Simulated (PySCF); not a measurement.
**[IrO2]+, singlet: data card**

All numbers come from PBE0/[Ir def2-TZVP with ECP60, O def2-TZVP], scalar-relativistic core potentials, density fitting, no spin–orbit coupling, PySCF.

The structure is a higher-order saddle point with 2 imaginary modes (one degenerate set).

```json
{
  "Point group": "D∞h",
  "Bond lengths": "Ir–O 1.669 Å (×2)",
  "Bond angles": "O–Ir–O 180.0°",
  "Rotational constants": "0.1893 cm⁻¹",
  "Lowest empty level": "-13.31 eV",
  "Zero-point energy (real modes)": "12.7 kJ/mol",
  "Dipole moment about the centre of mass": "0.00 D",
  "Highest occupied level": "-17.11 eV",
  "Principal quadrupole moments (Buckingham, traceless) about the centre of mass": "-4.99, 2.50, 2.50 D Å",
  "Principal polarisabilities": "17.5, 17.5, 53.1 bohr³"
}
```

Harmonic modes (masses in u: Ir 192.963, O 15.995):
| symmetry | ω (cm⁻¹) | IR (km/mol, summed over degenerate members) | type |
| --- | --- | --- | --- |
| πu | 167i | – | bend |
| σu+ | 1023 | 254 | stretch |
| σg+ | 1105 | 0.0 | stretch |

In D∞h the vibrations span πu + σu+ + σg+. The σg+ mode carries no infrared intensity, as symmetry demands. With a centre of inversion only u modes can be infrared active and only g modes Raman active.

Charges (e):
| atom | Mulliken | Löwdin | polar tensor | Mayer order to Ir1 |
| --- | --- | --- | --- | --- |
| Ir1 | 1.45 | 1.19 | 2.30 | – |
| O2,3 | -0.22 | -0.10 | -0.65 | 1.97 |
Other Mayer orders above 0.3: O–O 0.60.

Mulliken populations on Ir1 (electrons outside its core potential): s 2.10, p 6.37, d 6.97, f 0.12.

Other isomers or separated fragments may lie lower. At this level a broken-symmetry Ms = 0 minimum of C2v symmetry lies 22 kJ/mol below this structure. At the minimum of this search the closed-shell solution is unstable towards spin polarisation, so a lower open-shell solution exists. With an element this heavy the missing spin–orbit coupling can shift these numbers.

The final relaxation and frequency run took 14 s on 2 threads of a shared Arm Neoverse V2 host, with 102 basis functions and 7 gradients; the process peaked at 0.93 GiB. Launch command: `OMP_NUM_THREADS=2 python axn.py task.json out`.
